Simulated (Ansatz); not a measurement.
```xyz
10

F     0.7369    2.1939    0.2480
Si   -0.4635    1.2693    0.7508
O     0.0396   -0.2840    0.8399
C     0.7308   -1.0190   -0.1197
Se    0.0515   -0.8725   -1.9552
H    -1.5886    1.4607   -0.1855
H    -0.8022    1.6388    2.1385
H     0.7045   -2.0685    0.1667
H     1.7703   -0.6909   -0.1973
H    -1.1794   -1.6278   -1.6862
```

Charge 0, multiplicity 1.

(1) List the PBE0/def2-TZVPP orbital energies in eV (Ansatz 0.2.0). (Best estimate.)

Answers

(1) Ansatz gave: Occupied: -12361.74, -1803.92, -1584.54, -1421.57, -1421.54, -1421.49, -673.82, -523.36, -280.87, -214.96, -158.56, -158.46, -158.26, -146.07, -100.79, -100.73, -100.69, -58.57, -58.56, -58.38, -58.30, -58.27, -33.23, -29.28, -21.15, -18.50, -15.72, -14.21, -13.88, -13.04, -12.58, -12.32, -11.58, -10.69, -9.74, -9.32, -8.47, -7.07. Lowest empty: -0.20, 0.56, 0.75, 1.11, 2.07, 2.35, 2.56, 3.13.
